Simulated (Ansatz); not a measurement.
`[SiH3]CC1=C[Te]1` + `C=CS` → `C=CSC[SiH3]` + `C1=C[Te]1`  (substitution at a C–C bond)

Isolated molecules relaxed with PBE0-D4/def2-TZVP in Ansatz; ΔE leaves out vibrations. CCSD(T)/CBS is the MP2 limit (def2-TZVPP, def2-QZVPP) plus CCSD(T) − MP2 in def2-TZVPP, frozen cores. This one scheme is used for every species. DFT in def2-TZVPP. B3LYP here is the variant with VWN-RPA as its local correlation; programs differ in this. Elements past krypton have def2 core potentials. For Te outer-core shells are correlated without core-valence functions, which leaves a few kJ/mol of doubt a bond. Each species was taken in one conformer, which may not be the lowest.

`[SiH3]CC1=C[Te]1`:

Cartesian coordinates in Å:
```
Si 0.895 -0.357 1.360
C 0.045 0.849 0.166
C -0.680 0.148 -0.883
C -0.868 -0.210 -2.090
Te -2.324 -1.317 -0.924
H -0.123 -1.105 2.136
H 1.752 -1.296 0.597
H 1.735 0.446 2.286
H 0.797 1.512 -0.278
H -0.644 1.462 0.756
H -0.586 -0.132 -3.126
```

`C=CS`:

Z-matrix (Å, degrees):
```
C
C 1 1.327
H 1 1.082 2 120.2
H 1 1.084 2 122.3 3 -180.0
S 2 1.751 1 123.6 3 179.8
H 2 1.084 1 120.9 3 -0.0
H 5 1.340 2 96.7 1 179.1
```

`C=CSC[SiH3]`:

Cartesian coordinates in Å:
```
C -2.223 1.422 0.236
C -1.360 0.450 0.509
S 0.165 0.704 1.317
C 1.100 -0.741 0.757
Si 1.546 -0.644 -1.069
H -1.996 2.464 0.432
H -3.194 1.189 -0.183
H -1.604 -0.588 0.298
H 2.012 -0.743 1.359
H 0.554 -1.655 1.009
H 2.369 0.568 -1.305
H 2.320 -1.852 -1.470
H 0.311 -0.574 -1.889
```

`C1=C[Te]1`:

Z-matrix (Å, degrees):
```
C
Te 1 2.175
C 1 1.271 2 73.0
H 1 1.077 2 138.1 3 180.0
H 3 1.077 1 148.9 2 180.0
```

```csv
level,ΔE (kJ/mol),difference from CCSD(T)/CBS
PBE-D4,39.1,2.7
r2SCAN-D4,39.4,3.0
PBE0-D4,40.3,3.9
B3LYP-D4,39.8,3.4
ωB97X-V,36.0,-0.4
ωB97M-V,35.5,-0.9
B2PLYP,39.2,2.8
PBE,38.6,2.2
r2SCAN,39.3,2.9
PBE0,39.6,3.2
B3LYP,38.8,2.4
HF/def2-TZVPP,40.2,3.8
MP2/def2-TZVPP,42.8,6.4
SCS-MP2/def2-TZVPP,39.9,3.5
CCSD/def2-TZVPP,38.1,1.7
CCSD(T)/def2-TZVPP,37.5,1.1
HF/def2-QZVPP,40.1,3.7
MP2/def2-QZVPP,42.1,5.7
SCS-MP2/def2-QZVPP,39.2,2.8
HF/CBS(def2),40.1,3.7
MP2/CBS(def2),41.6,5.2
CCSD/CBS(def2),37.0,0.6
CCSD(T)/CBS,36.4,0
```

Largest T1 diagnostic among the species: 0.012.
